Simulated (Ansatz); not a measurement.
Ansatz (a quantum-chemistry and plane-wave program) input for C4H7NSi, SMILES C(#N)/C(=C\[SiH3])C, B3LYP-D3(BJ)/def2-SVP. 

Ansatz 0.2 input:
```yaml
crystal:
  periodic: [false, false, false]
  atoms:
    - {symbol: C, position_ang: [2.12020180, -0.87494553, 0.77252725]}
    - {symbol: C, position_ang: [0.80869229, -0.30828659, 0.31380556]}
    - {symbol: C, position_ang: [0.42456843, 0.89386290, 0.95352323]}
    - {symbol: N, position_ang: [0.13374156, 1.86791549, 1.48526209]}
    - {symbol: C, position_ang: [0.01840622, -0.84814768, -0.62104761]}
    - {symbol: Si, position_ang: [-1.62781306, -0.11447140, -1.18060380]}
    - {symbol: H, position_ang: [2.08840595, -1.07978508, 1.84286276]}
    - {symbol: H, position_ang: [2.92224620, -0.15742787, 0.59760551]}
    - {symbol: H, position_ang: [2.34415308, -1.79636789, 0.23982105]}
    - {symbol: H, position_ang: [0.35923643, -1.76907548, -1.07945154]}
    - {symbol: H, position_ang: [-2.15217841, -1.00497276, -2.21773010]}
    - {symbol: H, position_ang: [-2.54225770, -0.06351823, -0.04070003]}
    - {symbol: H, position_ang: [-1.39762591, 1.22343969, -1.72363964]}
basis:
  gaussian:
    orbitals: def2-SVP
hamiltonian:
  xc: b3lyp
  dispersion: d3bj
relax: {f_tol: 0.002, max_steps: 200}
```

Log of the run:

```
WARN ansatz: RAYON_NUM_THREADS=2 ignored (pool sized by the plan → 2); use --threads N
Functional definition: B3LYP
integrals: 0.09 GiB planned
1376 factors; integrals over basis functions are off by at most 5.1e-4 eV
mean field: 0.70 GiB planned
mean field evaluation 1: about -13615.0259 eV, gradient 5.4e1 eV
mean field evaluation 2: about -13611.7840 eV, gradient 6.7e1 eV
mean field evaluation 4: about -13622.2964 eV, gradient 4.1e0 eV
mean field evaluation 8: about -13622.3792 eV, gradient 1.8e-1 eV
mean field evaluation 16: about -13622.3793 eV, gradient 6.9e-5 eV
mean field -13622.37926961 eV, -500.6132045778 hartree, gradient 6.9e-5 eV, S^2 0.000000; 0 other end points of the search recorded, 0 dependent functions left out
the calculation of the forces begins
reference -13622.37954490 eV, -500.6132146944 hartree; 26, 26 occupied and 97, 97 virtual orbitals, 1376 factors
relax step   1: F+E_penalty+E_count = -13622.93723412 eV  Δ(F+E_penalty+E_count) = +0.000e0 eV  max|allowed force component| = 1.577e0 eV/Å  Δτ_max = 0.0000 Å  (26 SCF iters, accepted)
these checks for a lower state are left out or cut short: starts, cluster_reference, orbital_swaps, neighbouring_geometries, increment
integrals: 0.09 GiB planned
1376 factors; integrals over basis functions are off by at most 5.5e-4 eV
mean field: 0.69 GiB planned
mean field -13622.45389275 eV, -500.6159469276 hartree, gradient 1.3e-5 eV, S^2 0.000000; 0 other end points of the search recorded, 0 dependent functions left out
the calculation of the forces begins
reference -13622.45417044 eV, -500.6159571325 hartree; 26, 26 occupied and 97, 97 virtual orbitals, 1376 factors
relax step   2: F+E_penalty+E_count = -13623.00529056 eV  Δ(F+E_penalty+E_count) = -6.806e-2 eV  max|allowed force component| = 4.303e-1 eV/Å  Δτ_max = 0.0464 Å  (33 SCF iters, accepted)
these checks for a lower state are left out or cut short: starts, cluster_reference, orbital_swaps, neighbouring_geometries, increment
integrals: 0.09 GiB planned
1376 factors; integrals over basis functions are off by at most 5.6e-4 eV
mean field: 0.69 GiB planned
mean field -13622.45996201 eV, -500.6161699689 hartree, gradient 1.3e-5 eV, S^2 0.000000; 0 other end points of the search recorded, 0 dependent functions left out
the calculation of the forces begins
reference -13622.46023993 eV, -500.6161801822 hartree; 26, 26 occupied and 97, 97 virtual orbitals, 1376 factors
relax step   3: F+E_penalty+E_count = -13623.01018501 eV  Δ(F+E_penalty+E_count) = -4.894e-3 eV  max|allowed force component| = 8.311e-2 eV/Å  Δτ_max = 0.0140 Å  (34 SCF iters, accepted)
these checks for a lower state are left out or cut short: starts, cluster_reference, orbital_swaps, neighbouring_geometries, increment
integrals: 0.09 GiB planned
1376 factors; integrals over basis functions are off by at most 5.6e-4 eV
mean field: 0.69 GiB planned
mean field evaluation 32: about -13622.4603 eV, gradient 2.7e-1 eV
mean field -13622.46045083 eV, -500.6161879326 hartree, gradient 1.3e-5 eV, S^2 0.000000; 0 other end points of the search recorded, 0 dependent functions left out
the calculation of the forces begins
reference -13622.46072883 eV, -500.6161981491 hartree; 26, 26 occupied and 97, 97 virtual orbitals, 1376 factors
relax step   4: F+E_penalty+E_count = -13623.01042752 eV  Δ(F+E_penalty+E_count) = -2.425e-4 eV  max|allowed force component| = 2.401e-2 eV/Å  Δτ_max = 0.0038 Å  (25 SCF iters, accepted)
these checks for a lower state are left out or cut short: starts, cluster_reference, orbital_swaps, neighbouring_geometries, increment
integrals: 0.09 GiB planned
1376 factors; integrals over basis functions are off by at most 5.6e-4 eV
mean field: 0.69 GiB planned
mean field -13622.46068006 eV, -500.6161963566 hartree, gradient 1.4e-5 eV, S^2 0.000000; 0 other end points of the search recorded, 0 dependent functions left out
the calculation of the forces begins
reference -13622.46095806 eV, -500.6162065730 hartree; 26, 26 occupied and 97, 97 virtual orbitals, 1376 factors
relax step   5: F+E_penalty+E_count = -13623.01054184 eV  Δ(F+E_penalty+E_count) = -1.143e-4 eV  max|allowed force component| = 2.644e-2 eV/Å  Δτ_max = 0.0047 Å  (25 SCF iters, accepted)
these checks for a lower state are left out or cut short: starts, cluster_reference, orbital_swaps, neighbouring_geometries, increment
integrals: 0.09 GiB planned
1376 factors; integrals over basis functions are off by at most 5.6e-4 eV
mean field: 0.70 GiB planned
mean field -13622.46076971 eV, -500.6161996513 hartree, gradient 7.7e-6 eV, S^2 0.000000; 0 other end points of the search recorded, 0 dependent functions left out
the calculation of the forces begins
reference -13622.46104770 eV, -500.6162098673 hartree; 26, 26 occupied and 97, 97 virtual orbitals, 1376 factors
relax step   6: F+E_penalty+E_count = -13623.01057592 eV  Δ(F+E_penalty+E_count) = -3.409e-5 eV  max|allowed force component| = 2.544e-2 eV/Å  Δτ_max = 0.0039 Å  (24 SCF iters, accepted)
these checks for a lower state are left out or cut short: starts, cluster_reference, orbital_swaps, neighbouring_geometries, increment
integrals: 0.09 GiB planned
1376 factors; integrals over basis functions are off by at most 5.6e-4 eV
mean field: 0.69 GiB planned
mean field -13622.46079627 eV, -500.6162006272 hartree, gradient 1.4e-5 eV, S^2 0.000000; 0 other end points of the search recorded, 0 dependent functions left out
the calculation of the forces begins
reference -13622.46107426 eV, -500.6162108431 hartree; 26, 26 occupied and 97, 97 virtual orbitals, 1376 factors
relax step   7: F+E_penalty+E_count = -13623.01060853 eV  Δ(F+E_penalty+E_count) = -3.261e-5 eV  max|allowed force component| = 8.850e-3 eV/Å  Δτ_max = 0.0018 Å  (24 SCF iters, accepted)
these checks for a lower state are left out or cut short: starts, cluster_reference, orbital_swaps, neighbouring_geometries, increment
integrals: 0.09 GiB planned
1376 factors; integrals over basis functions are off by at most 5.6e-4 eV
mean field: 0.69 GiB planned
mean field -13622.46066575 eV, -500.6161958308 hartree, gradient 8.2e-6 eV, S^2 0.000000; 0 other end points of the search recorded, 0 dependent functions left out
the calculation of the forces begins
reference -13622.46094367 eV, -500.6162060443 hartree; 26, 26 occupied and 97, 97 virtual orbitals, 1376 factors
relax step   8: F+E_penalty+E_count = -13623.01061208 eV  Δ(F+E_penalty+E_count) = -3.544e-6 eV  max|allowed force component| = 7.071e-3 eV/Å  Δτ_max = 0.0046 Å  (25 SCF iters, accepted)
these checks for a lower state are left out or cut short: starts, cluster_reference, orbital_swaps, neighbouring_geometries, increment
integrals: 0.09 GiB planned
1376 factors; integrals over basis functions are off by at most 5.6e-4 eV
mean field: 0.69 GiB planned
mean field evaluation 64: about -13622.4604 eV, gradient 3.8e-4 eV
mean field -13622.46038024 eV, -500.6161853386 hartree, gradient 2.1e-5 eV, S^2 0.000000; 0 other end points of the search recorded, 0 dependent functions left out
the calculation of the forces begins
reference -13622.46065816 eV, -500.6161955519 hartree; 26, 26 occupied and 97, 97 virtual orbitals, 1376 factors
relax step   9: F+E_penalty+E_count = -13623.01041652 eV  Δ(F+E_penalty+E_count) = +1.956e-4 eV  max|allowed force component| = 4.106e-2 eV/Å  Δτ_max = 0.0049 Å  (24 SCF iters, rejected (line search))
these checks for a lower state are left out or cut short: starts, cluster_reference, orbital_swaps, neighbouring_geometries, increment
integrals: 0.09 GiB planned
1376 factors; integrals over basis functions are off by at most 5.6e-4 eV
mean field: 0.69 GiB planned
mean field -13622.46065421 eV, -500.6161954067 hartree, gradient 2.6e-5 eV, S^2 0.000000; 0 other end points of the search recorded, 0 dependent functions left out
the calculation of the forces begins
reference -13622.46093214 eV, -500.6162056205 hartree; 26, 26 occupied and 97, 97 virtual orbitals, 1376 factors
relax step  10: F+E_penalty+E_count = -13623.01062088 eV  Δ(F+E_penalty+E_count) = -8.798e-6 eV  max|allowed force component| = 1.405e-3 eV/Å  Δτ_max = 0.0011 Å  (21 SCF iters, accepted)
integrals: 0.09 GiB planned
1376 factors; integrals over basis functions are off by at most 5.6e-4 eV
mean field: 0.69 GiB planned
mean field -13622.46065421 eV, -500.6161954067 hartree, gradient 2.6e-5 eV, S^2 0.000000; 1 other end points of the search recorded, 0 dependent functions left out
the calculation of the forces begins
reference -13622.46093214 eV, -500.6162056205 hartree; 26, 26 occupied and 97, 97 virtual orbitals, 1376 factors
Total energy: -13623.01089881 eV, -500.6364165228 hartree
Atom 0 at     2.139592    -0.888002     0.775745 Å, force     0.001405    -0.001176    -0.000376 eV/Å
Atom 1 at     0.823619    -0.303516     0.326823 Å, force    -0.000323    -0.000142    -0.000390 eV/Å
Atom 2 at     0.429815     0.922505     0.976503 Å, force     0.000325    -0.000954    -0.000143 eV/Å
Atom 3 at     0.116792     1.909437     1.502672 Å, force    -0.000312     0.000823     0.000251 eV/Å
Atom 4 at     0.017430    -0.840611    -0.615607 Å, force    -0.000512     0.000578     0.000217 eV/Å
Atom 5 at    -1.631016    -0.124940    -1.190073 Å, force    -0.000311     0.000249    -0.000124 eV/Å
Atom 6 at     2.121589    -1.106784     1.855958 Å, force    -0.000499     0.000632    -0.000244 eV/Å
Atom 7 at     2.962151    -0.174169     0.605696 Å, force    -0.000606    -0.000494     0.000153 eV/Å
Atom 8 at     2.357195    -1.816258     0.229740 Å, force     0.000401     0.000917     0.000497 eV/Å
Atom 9 at     0.368078    -1.773365    -1.075049 Å, force     0.000337    -0.000497     0.000004 eV/Å
Atom 10 at    -2.176358    -1.022527    -2.246880 Å, force    -0.000006     0.000087     0.000015 eV/Å
Atom 11 at    -2.591764    -0.055553    -0.053432 Å, force     0.000089    -0.000008    -0.000017 eV/Å
Atom 12 at    -1.437346     1.242003    -1.749862 Å, force     0.000010    -0.000016     0.000157 eV/Å
Dipole moment:     0.299027    -0.639372    -0.276037 e Å
```

The run converged.

Cost: around 50 core-seconds (rough).
